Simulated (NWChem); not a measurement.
System: BSiH$_{3}$O$_{2}$F$_{2}$; SMILES [SiH](B(O)O)(F)F

NWChem input:

```
start job
memory heap 200 mb stack 900 mb global 1100 mb
geometry units angstroms
  Si    -0.773328    -0.250285    -0.296758
  F     -1.121502    -1.207051     0.966746
  F     -1.653167     1.038616     0.121915
  B      1.153948     0.140272    -0.254126
  O      1.924993     0.082305     0.863746
  O      1.777178     0.482382    -1.399449
  H     -1.516967    -0.825405    -1.402119
  H      1.506054    -0.160833     1.687970
  H      2.715154     0.667030    -1.307684
end
basis spherical
  * library def2-svp
end
dft
  xc pbe0
  iterations 150
end
driver
  maxiter 120
end
task dft optimize
task dft freq
```

NWChem printed, in part:

```
             Northwest Computational Chemistry Package (NWChem) 7.3.0
             --------------------------------------------------------

 C1  symmetry detected

                             Geometry "geometry" -> ""
                             -------------------------

 Output coordinates in angstroms (scale by  1.889725989 to convert to a.u.)

  No.       Tag          Charge          X              Y              Z
 ---- ---------------- ---------- -------------- -------------- --------------
    1 Si                  14.0000    -0.26762620    -0.76129297    -0.38968402
    2 F                    9.0000     1.17870361    -1.49680395    -0.37477184
    3 F                    9.0000    -0.94608310    -1.52919232     0.85959431
    4 B                    5.0000     0.01368475     1.14683775    -0.00413720
    5 O                    8.0000     1.09001301     1.64605037     0.65904650
    6 O                    8.0000    -0.90430593     2.04073066    -0.42302647
    7 H                    1.0000    -0.94685429    -1.32162461    -1.54305410
    8 H                    1.0000     1.75622133     1.03178333     0.96369981
    9 H                    1.0000    -0.71026519     2.95347232    -0.19594604

 Effective nuclear repulsion energy (a.u.)     298.8798356812

                                Z-matrix (autoz)
                                --------

 Units are Angstrom for bonds and degrees for angles

      Type          Name      I     J     K     L     M      Value
      ----------- --------  ----- ----- ----- ----- ----- ----------
    1 Stretch                  1     2                       1.62267
    2 Stretch                  1     3                       1.61576
    3 Stretch                  1     4                       1.96691
    4 Stretch                  1     7                       1.45106
    5 Stretch                  4     5                       1.35923
    6 Stretch                  4     6                       1.34804
    7 Stretch                  5     8                       0.95602
    8 Stretch                  6     9                       0.96037
    9 Bend                     1     4     5               124.41563
   10 Bend                     1     4     6               119.01132
   11 Bend                     2     1     3                98.72790
   12 Bend                     2     1     4               108.08604
   13 Bend                     2     1     7               104.44752
   14 Bend                     3     1     4               111.68797
   15 Bend                     3     1     7               103.56151
   16 Bend                     4     1     7               126.68117
   17 Bend                     4     5     8               118.11969
   18 Bend                     4     6     9               114.78108
   19 Bend                     5     4     6               116.57159
   20 Torsion                  1     4     5     8          -0.25851
   21 Torsion                  1     4     6     9         179.50669
   22 Torsion                  2     1     4     5         -23.47775
   23 Torsion                  2     1     4     6         156.06658
   24 Torsion                  3     1     4     5          84.08037
   25 Torsion                  3     1     4     6         -96.37530
   26 Torsion                  5     4     1     7        -148.26483
   27 Torsion                  5     4     6     9          -0.91362
   28 Torsion                  6     4     1     7          31.27950
   29 Torsion                  6     4     5     8        -179.81296

[...]

      ----------------------
      Optimization converged
      ----------------------

  Step       Energy      Delta E   Gmax     Grms     Xrms     Xmax
  ---- ---------------- -------- -------- -------- -------- --------
@   14    -665.61662048 -5.5D-08  0.00014  0.00006  0.00007  0.00019
                                     ok       ok       ok       ok

                                Z-matrix (autoz)
                                --------

 Units are Angstrom for bonds and degrees for angles

      Type          Name      I     J     K     L     M      Value     Gradient
      ----------- --------  ----- ----- ----- ----- ----- ---------- ----------
    1 Stretch                  1     2                       1.63523    0.00013
    2 Stretch                  1     3                       1.62171    0.00010
    3 Stretch                  1     4                       2.02343    0.00009
    4 Stretch                  1     7                       1.48601   -0.00000
    5 Stretch                  4     5                       1.35912    0.00005
    6 Stretch                  4     6                       1.35068   -0.00014
    7 Stretch                  5     8                       0.96478    0.00010
    8 Stretch                  6     9                       0.96673   -0.00007
    9 Bend                     1     4     5               118.18692   -0.00004
   10 Bend                     1     4     6               121.56873    0.00001
   11 Bend                     2     1     3               106.22278    0.00002
   12 Bend                     2     1     4               102.56737   -0.00009
   13 Bend                     2     1     7               107.61471    0.00001
   14 Bend                     3     1     4               112.26268    0.00003
   15 Bend                     3     1     7               106.73789   -0.00007
   16 Bend                     4     1     7               120.45892    0.00008
   17 Bend                     4     5     8               112.55129   -0.00005
   18 Bend                     4     6     9               112.02119   -0.00001
   19 Bend                     5     4     6               120.24367    0.00003
   20 Torsion                  1     4     5     8           0.34066    0.00001
   21 Torsion                  1     4     6     9         179.43242   -0.00001
   22 Torsion                  2     1     4     5          -5.30868   -0.00000
   23 Torsion                  2     1     4     6         174.39124   -0.00000
   24 Torsion                  3     1     4     5         108.30364   -0.00001
   25 Torsion                  3     1     4     6         -71.99644   -0.00001
   26 Torsion                  5     4     1     7        -124.70065    0.00000
   27 Torsion                  5     4     6     9          -0.87374   -0.00001
   28 Torsion                  6     4     1     7          54.99927    0.00000
   29 Torsion                  6     4     5     8        -179.36339    0.00001

[...]

 Rotational Constants
 --------------------
 A=   0.136043 cm-1  (  0.195732 K)
 B=   0.066116 cm-1  (  0.095124 K)
 C=   0.050075 cm-1  (  0.072045 K)

 Temperature                      =   298.15K
 frequency scaling parameter      =   1.0000

 Zero-Point correction to Energy  =   31.347 kcal/mol  (  0.049955 au)
 Thermal correction to Energy     =   35.873 kcal/mol  (  0.057167 au)
 Thermal correction to Enthalpy   =   36.465 kcal/mol  (  0.058111 au)

 Total Entropy                    =   85.242 cal/mol-K
   - Translational                =   40.038 cal/mol-K (mol. weight = 111.9963)
   - Rotational                   =   27.661 cal/mol-K (symmetry #  =        1)
   - Vibrational                  =   17.544 cal/mol-K

 Cv (constant volume heat capacity) =   24.016 cal/mol-K
   - Translational                  =    2.979 cal/mol-K
   - Rotational                     =    2.979 cal/mol-K
   - Vibrational                    =   18.057 cal/mol-K

[normal modes left out]

 ----------------------------------------------------------------------------
 Normal Eigenvalue ||           Projected Infra Red Intensities
  Mode   [cm**-1]  || [atomic units] [(debye/angs)**2] [(KM/mol)] [arbitrary]
 ------ ---------- || -------------- ----------------- ---------- -----------
    1       -0.000 ||    0.000135           0.003         0.131       0.019
    2       -0.000 ||    0.000626           0.014         0.610       0.087
    3       -0.000 ||    0.000220           0.005         0.214       0.030
    4        0.000 ||    0.000123           0.003         0.120       0.017
    5        0.000 ||    0.000221           0.005         0.216       0.031
    6        0.000 ||    0.000317           0.007         0.309       0.044
    7       51.273 ||    0.000787           0.018         0.767       0.109
    8       93.366 ||    0.005483           0.127         5.346       0.761
    9      161.208 ||    0.008844           0.204         8.621       1.228
   10      271.898 ||    0.002987           0.069         2.911       0.415
   11      335.879 ||    0.020877           0.482        20.352       2.898
   12      378.320 ||    0.017431           0.402        16.993       2.420
   13      504.407 ||    0.050364           1.162        49.097       6.992
   14      585.963 ||    0.107230           2.474       104.533      14.886
   15      602.895 ||    0.135045           3.116       131.648      18.747
   16      655.052 ||    0.034836           0.804        33.959       4.836
   17      803.800 ||    0.048399           1.117        47.181       6.719
   18      838.113 ||    0.028839           0.665        28.114       4.004
   19      869.074 ||    0.240770           5.555       234.715      33.424
   20      942.073 ||    0.236652           5.460       230.700      32.852
   21     1019.589 ||    0.083201           1.920        81.108      11.550
   22     1026.537 ||    0.115948           2.675       113.032      16.096
   23     1323.236 ||    0.211594           4.882       206.272      29.374
   24     1467.954 ||    0.257563           5.942       251.086      35.755
   25     2277.497 ||    0.139075           3.209       135.577      19.307
   26     3850.338 ||    0.074799           1.726        72.918      10.384
   27     3879.571 ||    0.122581           2.828       119.498      17.017
 ----------------------------------------------------------------------------
```

Level: PBE0/def2-SVP.
